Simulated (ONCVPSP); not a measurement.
Configuration tests for Se (Z = 34) (ONCV)

ONCVPSP 4.0.1 input, shortened (lines: element, Z, core and valence counts, functional; n l f; lmax; l rc ep ncon nbas qcut; lloc lpopt rc5 dvloc0; l nproj debl; icmod fcfact rcfact), revPBE, fully relativistic:

```
  Se 34.00    6    2  -102130      upf
    1    0    2.00
    2    0    2.00
    2    1    6.00
    3    0    2.00
    3    1    6.00
    3    2   10.00
    4    0    1.75
    4    1    4.25
    2
    0    1.40    0.00    4    7    4.70
    1    1.95    0.00    5    8    4.50
    2    2.15    0.36    4    8    4.70
    4    5    0.90    2.00
    0    3    3.70
    1    1    1.50
    2    3    0.80
    1    0.60    0.00
```

Open shells are filled in proportion to 2j + 1.

Energies are relative to the spin-unpolarised reference configuration 4s1.75 4p4.25; without spin polarisation the order of configurations can differ from experiment.

```
valence configuration  charge  ΔE all-electron (eV)  error AE − PS (meV)
              4s2 4p4       0                -2.694                 -0.2
              4s2 4p3      +1                 8.116                 +1.7
              4s2 4p1      +3                59.227                  -19
```

Problem. What are ΔE and the potential's error for 4s2 4p2?

Solution. ΔE = 28.423 eV all-electron; the error (AE − PS) is +4.5 meV.

Levels in the configuration 4s2 4p4:

```json
{"level": "4s j=1/2", "all-electron (eV)": "-17.223", "pseudo (eV)": "-17.222"}
{"level": "4p j=3/2", "all-electron (eV)": "-6.351", "pseudo (eV)": "-6.352"}
{"level": "4p j=1/2", "all-electron (eV)": "-6.724", "pseudo (eV)": "-6.724"}
```

Note: ghosts flagged at negative energy: s at -1427.1 eV, d5/2 at -13.1 eV, d3/2 at -12.5 eV; GHOST(+) flagged for p3/2 at 49.2 eV, p1/2 at 51.2 eV, s at 180.4 eV. A true bound ghost makes a file unfit for plane-wave use.
